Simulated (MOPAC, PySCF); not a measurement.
[Cd(OH)2], neutral singlet in the gas phase. 

Cartesian coordinates (Å):
```xyz
5

Cd    -0.2038    -0.1253    -0.0327
O      0.6014    -1.6604    -0.9497
H      1.2405    -2.0943    -0.3669
O     -1.0089     1.5061     0.6994
H     -1.6480     1.2772     1.3890
```
Charge 0, spin multiplicity 1.

All levels are single points at this geometry (r2SCAN-D4/def2-SVP); Pople sets use spherical d functions. Orbital energies aren't observables, and empty levels follow the basis.

PBE/6-31G* (LANL2DZ on Cd) in PySCF gives dipole (D) = 2.13.

### Question
Estimate the dipole (D) from each of these levels: TPSSh-D3(BJ)/def2-TZVP in PySCF; B3LYP/6-311+G** (LANL2DZ on Cd) in PySCF; BP86/6-31G* (LANL2DZ on Cd) in PySCF; SVWN5/6-31G* (LANL2DZ on Cd) in PySCF; HF/6-31G* (LANL2DZ on Cd) in PySCF; PM3 in MOPAC; PM6 in MOPAC; PM7 in MOPAC.

### Answer

```tsv
level	dipole (D)
TPSSh-D3(BJ)/def2-TZVP in PySCF	2.26
B3LYP/6-311+G** (LANL2DZ on Cd) in PySCF	2.46
BP86/6-31G* (LANL2DZ on Cd) in PySCF	2.14
SVWN5/6-31G* (LANL2DZ on Cd) in PySCF	2.22
HF/6-31G* (LANL2DZ on Cd) in PySCF	2.65
PM3 in MOPAC	2.67
PM6 in MOPAC	3.25
PM7 in MOPAC	2.87
```
